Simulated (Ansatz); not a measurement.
Reaction (isomerisation): `CO[SiH2][SiH2]O` → `OC[SiH2]O[SiH3]`

Isolated molecules relaxed with PBE0-D4/def2-TZVP in Ansatz; ΔE leaves out vibrations. CBS: MP2 limit from def2 TZ/QZ plus the TZ coupled-cluster correction, frozen cores. Functionals use def2-TZVPP. Each species was taken in one conformer, which may not be the lowest.

```csv
level,ΔE (kcal/mol),difference from CCSD(T)/CBS
PBE-D4,-0.6,4.2
ωB97X-V,-4.3,0.5
ωB97M-V,-5.7,-0.9
PBE,-0.2,4.6
PBE0,-1.9,2.9
MP2/def2-TZVPP,-5.9,-1.1
SCS-MP2/def2-TZVPP,-6.4,-1.6
CCSD/def2-TZVPP,-5.5,-0.7
SCS-MP2/def2-QZVPP,-6.4,-1.6
MP2/CBS(def2),-5.8,-1.0
CCSD(T)/CBS,-4.8,0
```

Largest T1 diagnostic among the species: 0.012.

From PBE to PBE0 (25 % exact exchange), in def2-TZVPP and without D4, ΔE moves by −1.6 kcal/mol. In def2-TZVPP, CCSD(T) changes the Hartree–Fock value by +2.8 kcal/mol (the triples alone add +0.5 kcal/mol) and MP2 by +1.9 kcal/mol.

CCSD(T)/CBS has its own doubt, a few kJ/mol and more with outer-core shells, so smaller differences from it don't rank the levels.
